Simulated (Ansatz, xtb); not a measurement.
## Two isomers of C3H3FO3S

We compare X, `O=C1O[C@@H](F)[C@@H](S)O1`, a singlet, with Y, `O=C1O[C@@H](F)[C@H](S)O1`, a singlet. Both are isolated molecules in the gas phase, relaxed with PBE-D3(BJ)/def2-SVP; the shapes shown needn't be the lowest conformers.

X (Å):

| atom | x (Å) | y (Å) | z (Å) |
| --- | --- | --- | --- |
| C | 0.1527 | 0.3964 | 0.1591 |
| C | -0.5016 | -0.8053 | 1.9831 |
| C | 0.6115 | -1.5742 | 1.2342 |
| F | -1.7407 | -1.3604 | 1.7512 |
| O | 0.1741 | 1.2906 | -0.6305 |
| O | -0.4550 | 0.4676 | 1.4092 |
| O | 0.7254 | -0.8293 | 0.0044 |
| S | 0.3450 | -3.3374 | 0.9981 |
| H | -0.3534 | -0.7362 | 3.0789 |
| H | 1.5715 | -1.4865 | 1.7865 |
| H | -0.9658 | -3.2039 | 0.6494 |

Y (Å):

| atom | x (Å) | y (Å) | z (Å) |
| --- | --- | --- | --- |
| C | -0.3351 | -1.9425 | -0.4270 |
| C | -1.8986 | -0.6398 | 0.6075 |
| C | -0.4909 | -0.2722 | 1.1257 |
| F | -2.5838 | -1.3360 | 1.5710 |
| O | 0.1256 | -2.7694 | -1.1517 |
| O | -1.6359 | -1.4695 | -0.4871 |
| O | 0.3274 | -1.3068 | 0.5892 |
| S | -0.0338 | 1.3947 | 0.5266 |
| H | -2.5222 | 0.2182 | 0.2815 |
| H | -0.4454 | -0.3257 | 2.2293 |
| H | 1.1657 | 1.4183 | 1.1698 |

**Question.** Estimate E(Y) − E(X) at the level CCSD(T)/def2-SVP + ΔMP2/def2-TZVPP.

**Answer.** CCSD(T)/def2-SVP + ΔMP2/def2-TZVPP gives E(Y) − E(X) = −0.49 kcal/mol, slightly favouring structure Y, which is too small a margin to settle the true order.

How the difference moves with the method:

```json
{"level": "GFN2-xTB", "geometry": "GFN2-xTB", "E(Y) − E(X) (kcal/mol)": "−2.39", "departure from the last row (kcal/mol)": "−1.90", "job, with rough time for the two": "optimisation, 1.6 s"}
{"level": "HF/STO-3G", "geometry": "GFN2-xTB", "E(Y) − E(X) (kcal/mol)": "+0.77", "departure from the last row (kcal/mol)": "+1.26", "job, with rough time for the two": "single point, 1.8 s"}
{"level": "r2SCAN-D4/def2-SVP", "geometry": "GFN2-xTB", "E(Y) − E(X) (kcal/mol)": "−0.26", "departure from the last row (kcal/mol)": "+0.23", "job, with rough time for the two": "single point, 13 s"}
{"level": "PBE-D3(BJ)/def2-SVP", "geometry": "PBE-D3(BJ)/def2-SVP", "E(Y) − E(X) (kcal/mol)": "+0.38", "departure from the last row (kcal/mol)": "+0.87", "job, with rough time for the two": "optimisation, 1.7 min"}
{"level": "HF/def2-SVP", "geometry": "PBE-D3(BJ)/def2-SVP", "E(Y) − E(X) (kcal/mol)": "−0.71", "departure from the last row (kcal/mol)": "−0.22", "job, with rough time for the two": "part of the CCSD(T) run"}
{"level": "MP2/def2-SVP", "geometry": "PBE-D3(BJ)/def2-SVP", "E(Y) − E(X) (kcal/mol)": "+0.09", "departure from the last row (kcal/mol)": "+0.57", "job, with rough time for the two": "part of the CCSD(T) run"}
{"level": "CCSD(T)/def2-SVP", "geometry": "PBE-D3(BJ)/def2-SVP", "E(Y) − E(X) (kcal/mol)": "+0.02", "departure from the last row (kcal/mol)": "+0.51", "job, with rough time for the two": "single point"}
{"level": "CCSD(T)/def2-SVP + ΔMP2/def2-TZVPP", "geometry": "PBE-D3(BJ)/def2-SVP", "E(Y) − E(X) (kcal/mol)": "−0.49", "departure from the last row (kcal/mol)": "", "job, with rough time for the two": "single point, 4.6 min"}
```

As drawn, both hold the same kinds of bond in the same numbers.

The largest departure from CCSD(T)/def2-SVP + ΔMP2/def2-TZVPP is that of GFN2-xTB, 1.90 kcal/mol. The last row adds to CCSD(T) the change of the MP2 difference between the two basis sets, here −0.51 kcal/mol.

With thermal terms from frequencies at re-optimised GFN2-xTB minima (ideal gas, soft modes damped towards free rotors, one conformer each, 298.15 K, 1 atm): on the last row, ΔE + ΔZPE = −0.57, ΔH = −0.51, ΔG = −0.70 kcal/mol.

The correlated steps freeze 12 core orbitals. Codes used: Ansatz 0.2.0, xtb 6.7.1; the last row on 2 threads of AMD EPYC (Zen 3) on a shared host.
